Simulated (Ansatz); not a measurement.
Ansatz (a quantum-chemistry and plane-wave program) input file for Zr(Cl)(OH)3 (ClH₃O₃Zr), SMILES [OH][Zr]([OH])([OH])[Cl], multiplicity 1, PBE-D3(BJ)/def2-SVP. 

Ansatz 0.2 input:
```yaml
crystal:
  periodic: [false, false, false]
  atoms:
    - {symbol: Zr, position_ang: [0.00000000, 0.00000000, 0.27225236]}
    - {symbol: Cl, position_ang: [-0.00000000, -0.00000000, -2.12606552]}
    - {symbol: O, position_ang: [-1.57417942, 0.90885291, 0.89311896]}
    - {symbol: H, position_ang: [-2.33635530, 1.34889536, 1.27272141]}
    - {symbol: O, position_ang: [1.57417942, 0.90885291, 0.89311895]}
    - {symbol: H, position_ang: [2.33635530, 1.34889537, 1.27272141]}
    - {symbol: O, position_ang: [0.00000000, -1.81770582, 0.89311897]}
    - {symbol: H, position_ang: [0.00000001, -2.69779071, 1.27272142]}
basis:
  gaussian:
    orbitals: def2-SVP
hamiltonian:
  xc: pbe
  dispersion: d3bj
relax: {f_tol: 0.002, max_steps: 200}
```

Output:

```
WARN ansatz: RAYON_NUM_THREADS=1 ignored (pool sized by the plan → 1); use --threads N
Functional definition: PBE
integrals: 0.05 GiB planned
1076 factors; their error is unknown
mean field: 0.28 GiB planned
mean field evaluation 1: about -19963.0430 eV, gradient 1.0e2 eV
mean field evaluation 2: about -19717.5111 eV, gradient 3.2e2 eV
mean field evaluation 4: about -19980.0495 eV, gradient 1.8e1 eV
mean field evaluation 8: about -19980.8794 eV, gradient 2.8e-1 eV
mean field evaluation 16: about -19980.8482 eV, gradient 8.3e-5 eV
mean field -19980.84823582 eV, -734.2826291611 hartree, gradient 8.7e-6 eV, S^2 0.000000; 0 other end points of the search recorded, 0 dependent functions left out
the calculation of the forces begins
reference -19980.84832087 eV, -734.2826322867 hartree; 28, 28 occupied and 78, 78 virtual orbitals, 1076 factors
relax step   1: F+E_penalty+E_count = -19981.00221062 eV  Δ(F+E_penalty+E_count) = +0.000e0 eV  max|allowed force component| = 3.523e-1 eV/Å  Δτ_max = 0.0000 Å  (29 SCF iters, accepted)
these checks for a lower state are left out or cut short: starts, cluster_reference, orbital_swaps, neighbouring_geometries, increment
integrals: 0.05 GiB planned
1076 factors; their error is unknown
mean field: 0.28 GiB planned
mean field -19980.85269412 eV, -734.2827930007 hartree, gradient 2.5e-5 eV, S^2 0.000000; 0 other end points of the search recorded, 0 dependent functions left out
the calculation of the forces begins
reference -19980.85277915 eV, -734.2827961252 hartree; 28, 28 occupied and 78, 78 virtual orbitals, 1076 factors
relax step   2: F+E_penalty+E_count = -19981.00650192 eV  Δ(F+E_penalty+E_count) = -4.291e-3 eV  max|allowed force component| = 7.074e-2 eV/Å  Δτ_max = 0.0066 Å  (29 SCF iters, accepted)
these checks for a lower state are left out or cut short: starts, cluster_reference, orbital_swaps, neighbouring_geometries, increment
integrals: 0.05 GiB planned
1076 factors; their error is unknown
mean field: 0.28 GiB planned
mean field evaluation 32: about -19980.8530 eV, gradient 6.1e-6 eV
mean field -19980.85299958 eV, -734.2828042261 hartree, gradient 6.1e-6 eV, S^2 0.000000; 0 other end points of the search recorded, 0 dependent functions left out
the calculation of the forces begins
reference -19980.85308460 eV, -734.2828073504 hartree; 28, 28 occupied and 78, 78 virtual orbitals, 1076 factors
relax step   3: F+E_penalty+E_count = -19981.00677696 eV  Δ(F+E_penalty+E_count) = -2.750e-4 eV  max|allowed force component| = 1.070e-2 eV/Å  Δτ_max = 0.0017 Å  (24 SCF iters, accepted)
these checks for a lower state are left out or cut short: starts, cluster_reference, orbital_swaps, neighbouring_geometries, increment
integrals: 0.05 GiB planned
1076 factors; their error is unknown
mean field: 0.28 GiB planned
mean field -19980.85328786 eV, -734.2828148199 hartree, gradient 2.5e-5 eV, S^2 0.000000; 0 other end points of the search recorded, 0 dependent functions left out
the calculation of the forces begins
reference -19980.85337284 eV, -734.2828179432 hartree; 28, 28 occupied and 78, 78 virtual orbitals, 1076 factors
relax step   4: F+E_penalty+E_count = -19981.00704868 eV  Δ(F+E_penalty+E_count) = -2.717e-4 eV  max|allowed force component| = 9.858e-3 eV/Å  Δτ_max = 0.0087 Å  (28 SCF iters, accepted)
these checks for a lower state are left out or cut short: starts, cluster_reference, orbital_swaps, neighbouring_geometries, increment
integrals: 0.05 GiB planned
1076 factors; their error is unknown
mean field: 0.28 GiB planned
mean field -19980.85342914 eV, -734.2828200118 hartree, gradient 2.4e-5 eV, S^2 0.000000; 0 other end points of the search recorded, 0 dependent functions left out
the calculation of the forces begins
reference -19980.85351406 eV, -734.2828231328 hartree; 28, 28 occupied and 78, 78 virtual orbitals, 1076 factors
relax step   5: F+E_penalty+E_count = -19981.00719549 eV  Δ(F+E_penalty+E_count) = -1.468e-4 eV  max|allowed force component| = 2.860e-2 eV/Å  Δτ_max = 0.0185 Å  (28 SCF iters, accepted)
these checks for a lower state are left out or cut short: starts, cluster_reference, orbital_swaps, neighbouring_geometries, increment
integrals: 0.05 GiB planned
1076 factors; their error is unknown
mean field: 0.28 GiB planned
mean field -19980.85347219 eV, -734.2828215941 hartree, gradient 9.5e-6 eV, S^2 0.000000; 0 other end points of the search recorded, 0 dependent functions left out
the calculation of the forces begins
reference -19980.85355712 eV, -734.2828247153 hartree; 28, 28 occupied and 78, 78 virtual orbitals, 1076 factors
relax step   6: F+E_penalty+E_count = -19981.00722927 eV  Δ(F+E_penalty+E_count) = -3.377e-5 eV  max|allowed force component| = 1.774e-3 eV/Å  Δτ_max = 0.0017 Å  (24 SCF iters, accepted)
integrals: 0.05 GiB planned
1076 factors; their error is unknown
mean field: 0.28 GiB planned
mean field evaluation 64: about -19980.7113 eV, gradient 7.5e0 eV
mean field -19980.85347219 eV, -734.2828215941 hartree, gradient 9.5e-6 eV, S^2 0.000000; 1 other end points of the search recorded, 0 dependent functions left out
the calculation of the forces begins
reference -19980.85355712 eV, -734.2828247153 hartree; 28, 28 occupied and 78, 78 virtual orbitals, 1076 factors
Total energy: -19981.00731420 eV, -734.2884751836 hartree
Atom 0 at    -0.000033     0.000019     0.254393 Å, force     0.000011    -0.000006     0.000848 eV/Å
Atom 1 at    -0.000001     0.000000    -2.141335 Å, force     0.000001    -0.000001    -0.001774 eV/Å
Atom 2 at    -1.575329     0.909517     0.879020 Å, force    -0.000177     0.000102     0.000483 eV/Å
Atom 3 at    -2.328938     1.344613     1.297852 Å, force    -0.000053     0.000031    -0.000171 eV/Å
Atom 4 at     1.575294     0.909448     0.879030 Å, force     0.000165     0.000101     0.000476 eV/Å
Atom 5 at     2.328910     1.344534     1.297859 Å, force     0.000057     0.000031    -0.000169 eV/Å
Atom 6 at     0.000042    -1.818969     0.879030 Å, force    -0.000005    -0.000194     0.000476 eV/Å
Atom 7 at     0.000055    -2.689162     1.297859 Å, force     0.000001    -0.000065    -0.000169 eV/Å
Dipole moment:    -0.000029     0.000017     0.827283 e Å
```

The run converged.
